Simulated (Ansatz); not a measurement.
Consider the cleavage of the B–Si bond: `B[SiH](B)O` + `N[SiH]1CN1` → `BN[SiH]1CN1` + `B[SiH2]O`.

Calculated with Ansatz (gas phase, PBE0-D4/def2-TZVP geometries, no zero-point term in ΔE). CCSD(T)/CBS adds triple-zeta CCSD(T) − MP2 to the extrapolated MP2 energy (def2 sets, frozen cores). Each species was taken in one conformer, which may not be the lowest.

```
          level  ΔE (kJ/mol)
CCSD/def2-TZVPP       -158.4
  HF/def2-QZVPP       -162.1
```

Q: What does CCSD(T)/CBS give? (Estimate.)

A: Computed: -156.2 kJ/mol. The listed levels differ from it by -2.2, -5.9 kJ/mol.

Largest T1 diagnostic among the species: 0.014.

From PBE to PBE0 (25 % exact exchange), in def2-TZVPP and without D4, ΔE moves by −3.1 kJ/mol.
